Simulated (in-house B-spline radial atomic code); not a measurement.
A fraction x of an electron is removed from 2p in the silicon ion Si⁵⁺, starting from [He] 2s2 2p5 and keeping the highest spin. Level of theory: non-relativistic M06-L, spin-polarised, spherical fractional occupations, point nucleus; calculated with an all-electron radial atomic-structure program (B-spline basis).

| x | E(x) - E(0) (eV) | 2p down level (eV) |
| --- | --- | --- |
| 0 | 0.0000 | -186.989 |
| 0.03 | 5.6264 | -188.108 |
| 0.21 | 40.0924 | -194.855 |
| 0.26 | 49.8822 | -196.737 |
| 0.39 | 75.7769 | -201.648 |
| 0.5 | 98.1876 | -205.822 |
| 0.56 | 110.6054 | -208.107 |
| 0.8 | 161.6522 | -217.297 |
| 0.95 | 194.6804 | -223.085 |
| 1 | 205.8830 | -225.022 |

The exact functional would give a straight line between the two integer points. Deviations E(x) - E(0) - x[E(1) - E(0)], in eV: -0.55 at x = 0.03, -3.143 at x = 0.21, -3.647 at x = 0.26, -4.517 at x = 0.39, -4.754 at x = 0.5, -4.689 at x = 0.56, -3.054 at x = 0.8, -0.908 at x = 0.95.

The curve lies below the straight line by up to 4.754 eV (at x = 0.5): convex, the delocalisation error that favours fractional charges.

**Question.** How well does Slater's transition state (minus the level at half occupation) give the ionisation energy?

**Answer.** It gives 205.822 eV against 205.883 eV from the two total energies; NIST lists 205.28 eV, ground level to ground level.
